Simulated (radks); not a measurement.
Results of a calculation; reference values are marked as such.
Orbital eigenvalues (eV) of neutral tungsten, [Xe] 4f14 5d4 6s2, of relativity; Dirac values are averaged over j with weights 2j + 1. Spin-unpolarised spherical Kohn-Sham, LDA (Slater exchange, Perdew-Wang correlation), point nucleus unless stated (finite: rms radius 5.3658 fm), a radial shooting solver on a logarithmic mesh with Libxc functionals. A level marked "c x" has the speed of light scaled by that factor and shares open shells by 2j + 1; other Dirac levels either fill j = l - 1/2 first or share by 2j + 1.

shell        non-rel.
3p            -2190.6
3d            -1815.7
4s            -478.12
4p            -394.43
4d            -241.62
5s            -65.195
4f            -42.196
5p            -40.935
5d            -6.0009
6s            -4.9378
6p (empty)    -1.5988
7s (empty)  -0.043191

Give the values at the level "Dirac, low j first".

Answer. 
shell       Dirac, low j first  change of magnitude (%)
3p                     -2326.7                    +6.22
3d                     -1799.5                    -0.89
4s                     -566.87                   +18.56
4p                     -425.42                    +7.86
4d                     -237.11                    -1.87
5s                     -78.590                   +20.55
4f                     -32.758                   -22.37
5p                     -43.454                    +6.16
5d                     -4.4190                   -26.36
6s                     -5.7954                   +17.37
6p (empty)             -1.4584                    -8.78
7s (empty)           -0.039423                    -8.73
